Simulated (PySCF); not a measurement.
**`COC(C)(F)OC`, C4H9FO2**

Cartesian coordinates in Å; atom numbers follow the order of the lines, from 1:
```xyz
16

C     1.912   -0.178    0.723
O     0.757   -0.589    0.013
C    -0.300    0.292   -0.014
C     0.010    1.694   -0.527
F    -0.743    0.436    1.327
O    -1.321   -0.219   -0.749
C    -1.709   -1.555   -0.435
H     1.651    0.179    1.722
H     2.533   -1.067    0.805
H     2.456    0.600    0.181
H     0.518    1.613   -1.483
H     0.625    2.230    0.189
H    -0.933    2.216   -0.659
H    -1.939   -1.647    0.628
H    -2.602   -1.739   -1.027
H    -0.921   -2.258   -0.707
```

Computed, not measured: GIAO PBE0/pcSseg-1 magnetisability, rotational g tensor and spin-rotation constants, non-relativistic, gas phase (PySCF). Geometry: GFN2-xTB.

**Question.** Give the nuclear spin-rotation constants along the inertial axes (H = +C I·J) beside the isotropic shieldings.

**Answer.** Rotational constants 3.6070, 2.2589, 1.9336 GHz. A star marks the isotopologue with that one atom substituted, in its own axes.
```
atom  isotope  Caa (kHz)  Cbb (kHz)  Ccc (kHz)  mean (kHz)  σ (ppm)
  F5      19F      4.991      2.760      1.134       2.962    286.5
  H8       1H     -0.364     -0.200      0.068      -0.165     27.9
  H9       1H     -0.374      0.111     -0.198      -0.154     28.0
 H10       1H     -0.220     -0.115     -0.094      -0.143     28.2
 H11       1H     -0.415     -0.248      0.045      -0.206     30.4
 H12       1H     -0.009     -0.228     -0.174      -0.137     30.0
 H13       1H     -0.219     -0.031     -0.225      -0.158     29.9
 H14       1H     -0.346     -0.235      0.093      -0.163     27.9
 H15       1H      0.145     -0.239     -0.182      -0.092     28.3
 H16       1H     -0.293     -0.005     -0.128      -0.142     27.9
  C1     13C*      0.498      0.511      0.419       0.476    132.5
  O2     17O*     -0.734     -0.188     -0.161      -0.361    246.1
  C3     13C*      1.147      0.720      0.553       0.807     57.6
  C4     13C*      0.586      0.328      0.278       0.397    162.5
```
For the geometry as given, no vibrational averaging.

**Question.** How do the rotational constants and the g tensor change when H8, H9, H10, H11, H12, H13, H14, H15, H16 are replaced by deuterium?

**Answer.** Constants 3.0359, 1.9013, 1.5886 GHz; g -0.0115, -0.0056, -0.0027, against -0.0138, -0.0066, -0.0031 before.
